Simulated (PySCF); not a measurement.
C2H8AlNO, SMILES [AlH]([O]CC)[NH2]. Atoms are numbered in the order given.

```xyz
13

Al    -0.4286     0.6624     1.0906
H     -1.3223     0.7267     2.3860
O      0.0289    -0.8692     0.5097
C      0.6869    -1.4260    -0.5812
C     -0.0566    -1.1951    -1.8838
H      1.7164    -1.0236    -0.6706
H      0.7974    -2.5128    -0.4109
H     -0.1461    -0.1180    -2.1013
H      0.4631    -1.6707    -2.7302
H     -1.0733    -1.6135    -1.8245
N      0.0861     2.1437     0.2669
H     -0.1561     3.0793     0.5738
H      0.6772     2.1952    -0.5550
```
Charge 0, spin multiplicity 1.

Geometry: PBE0-D3(BJ)/def2-SVP. The structure was generated by enumeration; whether it is a known compound was not checked. One conformer was computed; it need not be the lowest.

Calculation: PySCF with PBE/def2-TZVP.

Gas-phase values at a fixed geometry.

- total energy: -453.20300 hartree
- highest occupied level: -5.95 eV
- lowest empty level: -0.63 eV
- orbital gap: 5.32 eV
- dipole moment: 1.88 D
- quadrupole, principal values (traceless, Buckingham form, about the centre of nuclear charge): -3.75, -0.73, 4.48 D·Å
- mean static polarisability: 64.7 bohr³ (9.59 Å³)
- polarisability, principal values: 56.9, 63.5, 73.8 bohr³
